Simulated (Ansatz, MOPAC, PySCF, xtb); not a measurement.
Complex: HF (SMILES F) (first 2 atoms) with C2H2 (SMILES C#C); geometry from B3LYP-D3(BJ)/def2-TZVP.
(charge 0, multiplicity 1):
```xyz
6

F     -0.0325    -0.0116     0.3487
H     -0.0182    -0.0044     1.2833
C      0.2551    -0.5364     3.3985
C     -0.2302     0.5591     3.3975
H      0.6860    -1.5091     3.4074
H     -0.6609     1.5319     3.4047
```

Counterpoise-corrected where a basis set is named; no monomer relaxation. Rows marked so take none.

Rows in 3-21G carry no dispersion term and start afresh at each structure. The state that AM1 reach isn't checked.

Programs: Ansatz (Gaussian orbitals); MOPAC for AM1 (differences of heats of formation); PySCF for 3-21G rows; xtb for the GFN methods. Each number belongs to the level named beside it.

**Question.** One of these levels gives -143.3 meV for the interaction energy. Which one is it?
A. AM1
B. GFN-FF
C. HF/3-21G (no counterpoise)
D. PBE0/def2-TZVPPD

**Answer.** C, HF/3-21G (no counterpoise). The others give -107.1 (GFN-FF), 28.8 (AM1), -213.9 (PBE0/def2-TZVPPD)

Ansatz is a quantum-chemistry and plane-wave program.
